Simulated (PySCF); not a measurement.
# Working out the ionisation energy of Mg²⁺

Mg²⁺ [Ne] (1S) → Mg³⁺ [He] 2s2 2p5 (2P). Computed with PySCF 2.14 in cc-pVTZ-DK (5s4p2d1f, 34 functions), with scalar relativity by spin-free X2C-1e. Frozen: [He] 2s2. Energies in hartree (1 hartree = 27.21139 eV):

| part | Mg²⁺ (lower) | Mg³⁺ (upper) |
| --- | --- | --- |
| UHF | -199.134571 | -196.193957 |
| CCSD correlation | -0.007540 | -0.002230 |
| (T) | -0.000163 | -0.000016 |

Question: What does Hartree-Fock give?

Answer: (-196.193957) − (-199.134571) = 2.940614 hartree = 80.018 eV.

Question: What do CCSD and CCSD(T) give?

Answer: The CCSD correlation energies differ by 0.005310 hartree = 0.144 eV and the triples by 0.000147 hartree = 0.004 eV, so CCSD gives 80.162 eV and CCSD(T) 80.166 eV.

Reference: 80.144 eV (measured; NIST Atomic Spectra Database, ionization energies), between the lowest levels; spin-orbit coupling is absent from the calculation.

What remains against the reference includes basis incompleteness, the frozen core and higher excitations.
